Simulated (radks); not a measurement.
Species: the gold ion Au37+. Configuration: [Kr] 4d6 (the NIST ground configuration).

All-electron calculation, Dirac Kohn-Sham, Slater X-alpha with alpha = 0.667, spin-unpolarised, spherical densities, finite nucleus; open shells are shared between the two j in proportion to 2j + 1; Fermi nuclear charge, rms radius 5.4371 fm. Program: a radial shooting solver on a logarithmic mesh with Libxc functionals.

Energy parts (hartree):
| part | energy |
|---|---|
| total | -18226.0030 |
| kinetic | 21045.3730 |
| electron-nucleus | -43376.5984 |
| Hartree | 4390.6257 |
| exchange | -285.4034 |

Orbitals (lengths in bohr, moments of r in powers of bohr; <r^-3> diverges for s and p1/2):
| orbital | occ. | eigenvalue (hartree) | <r^-3> | <r^4> | <r^2> | <1/r> | small-component weight |
|---|---|---|---|---|---|---|---|
| 1s1/2 | 2 | -3017.626 | - | 4.262e-07 | 0.0003939 | 95.60 | 8.99e-02 |
| 2s1/2 | 2 | -579.8215 | - | 0.00006201 | 0.005945 | 23.50 | 2.06e-02 |
| 2p1/2 | 2 | -558.6921 | - | 0.00003680 | 0.004205 | 23.48 | 2.07e-02 |
| 2p3/2 | 4 | -491.3299 | 20490 | 0.00005698 | 0.005391 | 19.13 | 1.84e-02 |
| 3s1/2 | 2 | -180.0903 | - | 0.002177 | 0.03805 | 8.696 | 6.98e-03 |
| 3p1/2 | 2 | -170.6665 | - | 0.001888 | 0.03462 | 8.612 | 6.93e-03 |
| 3p3/2 | 4 | -155.5385 | 4861 | 0.002574 | 0.04072 | 7.487 | 6.28e-03 |
| 3d3/2 | 4 | -139.9517 | 847.3 | 0.001686 | 0.03111 | 7.372 | 6.14e-03 |
| 3d5/2 | 6 | -136.6895 | 703.8 | 0.001849 | 0.03276 | 7.116 | 5.97e-03 |
| 4s1/2 | 2 | -77.64589 | - | 0.03544 | 0.1592 | 4.033 | 2.84e-03 |
| 4p1/2 | 2 | -73.56464 | - | 0.03547 | 0.1579 | 3.956 | 2.78e-03 |
| 4p3/2 | 4 | -68.99312 | 1503 | 0.04502 | 0.1785 | 3.576 | 2.57e-03 |
| 4d3/2 | 2.4 | -62.39343 | 254.4 | 0.04332 | 0.1716 | 3.450 | 2.43e-03 |
| 4d5/2 | 3.6 | -61.43447 | 209.3 | 0.04618 | 0.1775 | 3.365 | 2.37e-03 |

The highest occupied level is 4d5/2 at -1671.7 eV. For comparison, the ionisation energy in NIST's Atomic Spectra Database is 1702 eV (theoretical). In exact Kohn-Sham theory the highest level is minus the ionisation energy, but local and semilocal functionals leave it too shallow, through self-interaction and a potential that decays too fast; potentials with the right tail come closer.

Beside tabulated values, note that spin-unpolarised runs miss the spin-polarisation part of the exchange energy of open shells.
